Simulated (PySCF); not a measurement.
Input file for PySCF: D3(BJ) and D4 dispersion corrections on ClGeH2N (SMILES [NH2][Ge][Cl]), a point of a torsion scan.

```python
from pyscf import gto
from pyscf.dispersion import dftd3, dftd4

mol = gto.M(
    atom='''
    N    -0.84023942   -0.09604367    0.17419560
    Ge    0.82845127   -0.76019310    0.67649516
    Cl    1.89157237   -0.65166223   -1.24128476
    H    -1.01583098    0.89844926    0.24251137
    H    -1.14434910   -0.36153842   -0.75838907
    ''',
    basis='def2-svp',
    charge=0, spin=0, verbose=0, max_memory=1800)
d3, d4 = {}, {}
for xc in ['hf', 'pbe', 'blyp', 'revpbe', 'tpss', 'r2scan', 'b3lyp', 'pbe0', 'bhlyp', 'camb3lyp', 'b2plyp']:
    d3[xc] = float(dftd3.DFTD3Dispersion(mol, xc=xc, version='d3bj', atm=False).get_dispersion()['energy'])
    print(f'D3(BJ) {xc:10s} {d3[xc]:14.8f} Eh')
for xc in ['hf', 'pbe', 'blyp', 'revpbe', 'tpss', 'r2scan', 'b3lyp', 'pbe0', 'bhlyp', 'camb3lyp', 'b2plyp']:
    d4[xc] = float(dftd4.DFTD4Dispersion(mol, xc={'camb3lyp': 'cam-b3lyp'}.get(xc, xc), atm=True).get_dispersion()['energy'])
    print(f'D4     {xc:10s} {d4[xc]:14.8f} Eh')
```

The log:

```
D3(BJ) hf            -0.03440882 Eh
D3(BJ) pbe           -0.00380406 Eh
D3(BJ) blyp          -0.00882101 Eh
D3(BJ) revpbe        -0.00924281 Eh
D3(BJ) tpss          -0.00496879 Eh
D3(BJ) r2scan        -0.00099721 Eh
D3(BJ) b3lyp         -0.00734767 Eh
D3(BJ) pbe0          -0.00344449 Eh
D3(BJ) bhlyp         -0.00637738 Eh
D3(BJ) camb3lyp      -0.00339721 Eh
D3(BJ) b2plyp        -0.00373395 Eh
D4     hf            -0.01356649 Eh
D4     pbe           -0.00391918 Eh
D4     blyp          -0.00862805 Eh
D4     revpbe        -0.01081232 Eh
D4     tpss          -0.00527311 Eh
D4     r2scan        -0.00083489 Eh
D4     b3lyp         -0.00647691 Eh
D4     pbe0          -0.00328931 Eh
D4     bhlyp         -0.00552421 Eh
D4     camb3lyp      -0.00338495 Eh
D4     b2plyp        -0.00269052 Eh
```

The run finished.

Cost: around 0.020 core-seconds (rough).
